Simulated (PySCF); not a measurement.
Bonds (- single, = double, # triple, : aromatic): C1-C2, C2#C3, C3-Si4, Si4-C5, C5=C6, C6-C7, Si4-N8, N8-C9. C1 carries H10, H11, H12; Si4 carries H13; C5 carries H14; C6 carries H15; C7 carries H16, H17, H18; N8 carries H19; C9 carries H20, H21, H22. Stereochemistry as in CC#C[Si@@H](/C=C\C)NC.

- GIAO PBE0/pcSseg-1 shieldings
- GFN2-xTB geometry
- code: PySCF 2.14
- isolated molecule, a single conformation, relativity neglected, one averaged value for each set of equivalent atoms

Problem. List the cross peaks expected in HSQC, COSY and HMBC spectra.

Solution. 

HSQC (one-bond C–H):
| δH | δC |
| --- | --- |
| 6.84 (H15) | 154.9 (C6) |
| 5.85 (H14) | 129.5 (C5) |
| 2.81 (H20/H21/H22) | 31.8 (C9) |
| 2.10 (H16/H17/H18) | 23.9 (C7) |
| 2.07 (H10/H11/H12) | 5.9 (C1) |

COSY cross peaks (H two or three bonds apart, from the bond graph; peaks can be absent where the dihedral angle is near 90°):
| δH | δH |
| --- | --- |
| 6.84 (H15) | 5.85 (H14) |
| 6.84 (H15) | 2.10 (H16/H17/H18) |
| 5.85 (H14) | 4.86 (H13) |

HMBC (two and three bonds, from the bond graph):
| δH | δC |
| --- | --- |
| 6.84 (H15) | 129.5 (C5), 23.9 (C7) |
| 5.85 (H14) | 154.9 (C6), 89.1 (C3), 23.9 (C7) |
| 4.86 (H13) | 154.9 (C6), 129.5 (C5), 110.2 (C2), 89.1 (C3), 31.8 (C9) |
| 2.10 (H16/H17/H18) | 154.9 (C6), 129.5 (C5) |
| 2.07 (H10/H11/H12) | 110.2 (C2), 89.1 (C3) |

δ = σ(ref) − σ, references computed at the same level: 1H and 13C against TMS.

OH/NH shifts are gas-phase values; hydrogen bonding in solution moves them, usually downfield. Shifts are as computed. Against solution values, carbons near 30 ppm lie about +3 ppm off and those near 130 ppm about +5 ppm. Of 1211 compounds with measured shifts, 218 miss one by over three times the rms of a fit or turn the order of signals round; such compounds aren't used in these exercises.
